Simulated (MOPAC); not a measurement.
A run for MOPAC: PM7 on CH5Al (SMILES [CH3][AlH2]), a point of a bond scan (R = 4.496 Å).

```
PM7 1SCF PRECISE CHARGE=0 THREADS=1
CH5Al

C     -1.23512650 1    -0.09453057 1    -0.00078552 1
Al     3.24889708 1     0.23651227 1    -0.00482517 1
H     -1.68013597 1     0.54438206 1    -0.76954883 1
H     -1.59248422 1    -1.11401399 1    -0.15613004 1
H     -1.63918751 1     0.25553852 1     0.95567754 1
H      3.93317729 1     1.66520694 1     0.02753075 1
H      4.17044901 1    -1.05192218 1    -0.02433836 1
```

It printed:

```
*******************************************************************************
 **                                                                           **
 **                              MOPAC v23.2.5                                **
 **                                                                           **
 *******************************************************************************
 ** MOPAC's Digital Object Identifier: https://doi.org/10.5281/zenodo.6511958 **
 **                                                                           **
 ** Please cite the open-source release paper for use of this MOPAC version:  **
 ** J. E. Moussa and J. J. P. Stewart (2026)                                  **
 ** MOPAC: An open-source semiempirical molecular orbital program             **
 ** J. Open Source Softw., 11(119), 8025, https://doi.org/10.21105/joss.08025 **
 *******************************************************************************

                              PM7 CALCULATION RESULTS

 *******************************************************************************
 *  PM7        - The PM7 Hamiltonian to be used
 *
 *
 *
 *                 CHARGE ON SYSTEM = 0
 *
 *
 *
 *  PRECISE    - TIGHTER CRITERIA TO BE USED
 *  1SCF       - DO 1 SCF AND THEN STOP
 *  THREADS=1  - MULTI-THREADING NOT USED
 *  T=         - A TIME OF 172800.0 SECONDS REQUESTED
 *  DUMP=N     - RESTART FILE WRITTEN EVERY 7200.0 SECONDS REQUESTED
 *******************************************************************************
PM7 1SCF PRECISE CHARGE=0 THREADS=1
 CH5Al

   ATOM   CHEMICAL          X               Y               Z
  NUMBER   SYMBOL      (ANGSTROMS)     (ANGSTROMS)     (ANGSTROMS)

     1       C         -1.23512650  *  -0.09453057  *  -0.00078552  *
     2      Al          3.24889708  *   0.23651227  *  -0.00482517  *
     3       H         -1.68013597  *   0.54438206  *  -0.76954883  *
     4       H         -1.59248422  *  -1.11401399  *  -0.15613004  *
     5       H         -1.63918751  *   0.25553852  *   0.95567754  *
     6       H          3.93317729  *   1.66520694  *   0.02753075  *
     7       H          4.17044901  *  -1.05192218  *  -0.02433836  *



          CARTESIAN COORDINATES

    NO.       ATOM           X           Y           Z

     1         C         -1.2351     -0.0945     -0.0008
     2        Al          3.2489      0.2365     -0.0048
     3         H         -1.6801      0.5444     -0.7695
     4         H         -1.5925     -1.1140     -0.1561
     5         H         -1.6392      0.2555      0.9557
     6         H          3.9332      1.6652      0.0275
     7         H          4.1704     -1.0519     -0.0243

 General Reference for PM7:
 "Optimization of Parameters for Semiempirical Methods VI: More Modifications to the
 NDDO Approximations and Re-optimization of Parameters", J. J. P. Stewart, J. Mol. Mod., 1:32, 19 (2013)
 https://link.springer.com/article/10.1007/s00894-012-1667-x

           Empirical Formula: C H5 Al  =     7 atoms



      MOLECULAR POINT GROUP   :   C1


      RHF CALCULATION, NO. OF DOUBLY OCCUPIED LEVELS = 6



 ALL CONVERGERS ARE NOW FORCED ON
 SHIFT=10, PULAY ON, CAMP-KING ON
 AND ITERATION COUNTER RESET



 -------------------------------------------------------------------------------
 PM7 1SCF PRECISE CHARGE=0 THREADS=1
 CH5Al



     1SCF WAS SPECIFIED, SO BFGS WAS NOT USED
     SCF FIELD WAS ACHIEVED


                              PM7 CALCULATION
                                                       MOPAC v23.2.5 Linux




          FINAL HEAT OF FORMATION =        170.32368 KCAL/MOL =     712.63427 KJ/MOL


          COSMO AREA              =        122.24 SQUARE ANGSTROMS
          COSMO VOLUME            =        100.87 CUBIC ANGSTROMS

          IONIZATION POTENTIAL    =          7.923334 EV
          HOMO LUMO ENERGIES (EV) =         -7.923 -4.005
          NO. OF FILLED LEVELS    =          6
          MOLECULAR WEIGHT        =         44.0320         POINT GROUP:  C1

          MOLECULAR DIMENSIONS (Angstroms)

            Atom       Atom       Distance
            H     6    H     4     6.18795
            H     7    H     3     4.10072
            H     5    H     7     1.66676


          SCF CALCULATIONS        =          1





   ATOM   CHEMICAL          X               Y               Z
  NUMBER   SYMBOL      (ANGSTROMS)     (ANGSTROMS)     (ANGSTROMS)

     1       C         -1.23512650  *  -0.09453057  *  -0.00078552  *
     2      Al          3.24889708  *   0.23651227  *  -0.00482517  *
     3       H         -1.68013597  *   0.54438206  *  -0.76954883  *
     4       H         -1.59248422  *  -1.11401399  *  -0.15613004  *
     5       H         -1.63918751  *   0.25553852  *   0.95567754  *
     6       H          3.93317729  *   1.66520694  *   0.02753075  *
     7       H          4.17044901  *  -1.05192218  *  -0.02433836  *

                             CARTESIAN COORDINATES

   1    C       -1.235126500    -0.094530570    -0.000785520
   2   Al        3.248897080     0.236512270    -0.004825170
   3    H       -1.680135970     0.544382060    -0.769548830
   4    H       -1.592484220    -1.114013990    -0.156130040
   5    H       -1.639187510     0.255538520     0.955677540
   6    H        3.933177290     1.665206940     0.027530750
   7    H        4.170449010    -1.051922180    -0.024338360


           Empirical Formula: C H5 Al  =     7 atoms



      MOLECULAR POINT GROUP   :   C1


                  EIGENVALUES
 -25.26591 -15.13280 -15.00953 -13.02361 -11.90664  -7.92333  -4.00490  -2.12017
   2.66736   3.88331   4.26307   4.33325   4.87887  20.87371  21.06557  21.24362
  23.12790  24.08773


              NET ATOMIC CHARGES AND DIPOLE CONTRIBUTIONS

  ATOM NO.   TYPE          CHARGE      No. of ELECS.   s-Pop       p-Pop       d-Pop
    1          C          -0.172388        4.1724     1.16488     3.00750
    2         Al          -0.326794        3.3268     1.34195     1.75100     0.23385
    3          H           0.141697        0.8583     0.85830
    4          H           0.142759        0.8572     0.85724
    5          H           0.141276        0.8587     0.85872
    6          H           0.036546        0.9635     0.96345
    7          H           0.036904        0.9631     0.96310
 DIPOLE           X         Y         Z       TOTAL
 POINT-CHG.    -5.995    -0.407     0.026     6.009
 HYBRID        -0.537    -0.040    -0.024     0.539
 SUM           -6.532    -0.447     0.002     6.547


          ATOMIC ORBITAL ELECTRON POPULATIONS

     Atom    s        px        py        pz      x^2-y^2     xz        z^2       yz        xy
    1  C   1.16488   0.71095   1.14468   1.15188
    2 Al   1.34195   0.86965   0.88097   0.00037   0.04490   0.00005   0.06157   0.00016   0.12717
    3  H   0.85830
    4  H   0.85724
    5  H   0.85872
    6  H   0.96345
    7  H   0.96310

 **********************
 *                    *
 * JOB ENDED NORMALLY *
 *                    *
 **********************




 == MOPAC DONE ==
```

The run finished.

Cost: around 0.26 core-seconds (rough).
